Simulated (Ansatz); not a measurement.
Relaxation of Cl$_{4}$F$_{2}$Ta (7 atoms, charge 0, multiplicity 2), to a largest force component of 0.03 eV/Å in at most 50 steps.

Method: UKS PBE/def2-SVP (Ansatz 0.2.0).

```xyz
7
Properties=species:S:1:pos:R:3:forces:R:3
Ta -0.092 0.000 0.000 0.62 0.00 0.00
F 1.815 0.000 0.000 -0.64 0.00 0.00
Cl 0.031 0.000 2.339 0.02 0.00 -0.03
Cl 0.031 0.000 -2.339 0.02 0.00 0.03
Cl -1.305 1.952 0.000 0.01 -0.08 0.00
Cl -1.305 -1.952 0.000 0.01 0.08 0.00
F 4.156 0.000 0.000 -0.05 0.00 0.00
```

Question: Where does it end, and by what steps?

Answer: The forces met the threshold. After 3 steps the energy has fallen by 0.012 eV; F7 moved furthest, 0.07 Å.

| step | energy less start (eV) | largest force component (eV/Å) | accepted |
| --- | --- | --- | --- |
| 0 | 0.0000 | 0.637 | yes |
| 1 | -0.0111 | 0.059 | yes |
| 2 | -0.0118 | 0.043 | yes |
| 3 | -0.0121 | 0.024 | yes |

```xyz
7
Properties=species:S:1:pos:R:3
Ta -0.075 0.000 0.000
F 1.808 0.000 0.000
Cl 0.070 0.000 2.338
Cl 0.070 0.000 -2.338
Cl -1.315 1.930 0.000
Cl -1.315 -1.930 0.000
F 4.086 0.000 0.000
```

Whether the end is a true minimum wasn't checked by a vibrational analysis.

The run took 2.1 min on 4 threads of Arm Neoverse V1 (shared host), peak memory 0.42 GiB.
